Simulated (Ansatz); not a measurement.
Relaxation of FH₉O₂Si₂ (14 atoms, charge 0, multiplicity 1), to a largest force component of 0.03 eV/Å in at most 50 steps.

Computed with Ansatz 0.2.0, RKS PBE/6-31G*.

```xyz
14
Properties=species:S:1:pos:R:3
Si 0.158 0.747 0.471
H 0.138 -0.692 0.259
O 0.041 1.494 -1.012
Si -0.627 1.735 -2.507
H 1.461 1.152 1.075
H -0.999 1.135 1.335
H 0.353 -1.431 2.866
F 0.484 -0.554 3.131
H -0.002 -2.560 0.685
O 0.269 -3.153 1.412
H -1.795 2.676 -2.424
H 0.410 2.327 -3.413
H -1.104 0.438 -3.102
H 1.214 -3.314 1.225
```

Q: Where does it end, and by what steps?

A: It converged. The force dipped under the threshold on the way, but the program's further checks kept it going. After 28 steps the energy has fallen by 0.318 eV; H14 moved furthest, 1.05 Å.

| step | energy less start (eV) | largest force component (eV/Å) | accepted |
| --- | --- | --- | --- |
| 0 | 0.0000 | 1.590 | yes |
| 1 | -0.1393 | 0.934 | yes |
| 2 | -0.2457 | 0.432 | yes |
| 3 | -0.2714 | 0.350 | yes |
| 4 | -0.2792 | 0.256 | yes |
| 5 | -0.2838 | 0.113 | yes |
| 6 | -0.2871 | 0.248 | yes |
| 7 | -0.2949 | 0.048 | yes |
| 8 | -0.2910 | 0.315 | no |
| 9 | -0.3009 | 0.022 | yes |
| 10 | -0.3042 | 0.072 | yes |
| 11 | -0.3049 | 0.131 | yes |
| 12 | -0.3062 | 0.180 | yes |
| 13 | -0.3085 | 0.134 | yes |
| 14 | -0.3110 | 0.053 | yes |
| 15 | -0.3129 | 0.110 | yes |
| 16 | -0.3124 | 0.330 | no |
| 17 | -0.3093 | 0.205 | no |
| 18 | -0.3144 | 0.010 | yes |
| 19 | -0.3159 | 0.055 | yes |
| 20 | -0.3161 | 0.151 | yes |
| 21 | -0.3169 | 0.064 | yes |
| 22 | -0.3174 | 0.014 | yes |
| 23 | -0.3178 | 0.044 | yes |
| 24 | -0.3168 | 0.267 | no |
| 25 | -0.3181 | 0.054 | yes |
| 26 | -0.3182 | 0.073 | yes |
| 27 | -0.3183 | 0.047 | yes |
| 28 | -0.3184 | 0.008 | yes |

```xyz
14
Properties=species:S:1:pos:R:3
Si 0.065 0.447 0.320
H -0.588 -0.887 0.058
O 0.362 1.140 -1.186
Si -0.560 1.807 -2.399
H 1.425 0.265 0.914
H -0.824 1.361 1.098
H 0.078 -1.518 2.506
F -0.318 -0.645 2.699
H 0.377 -2.744 0.912
O 0.793 -2.790 1.799
H -1.504 2.849 -1.865
H 0.362 2.446 -3.393
H -1.380 0.760 -3.102
H 1.712 -2.490 1.638
```

Run time: 65 s on 2 threads of Arm Neoverse V2, with other jobs on the host, peak memory 0.14 GiB.
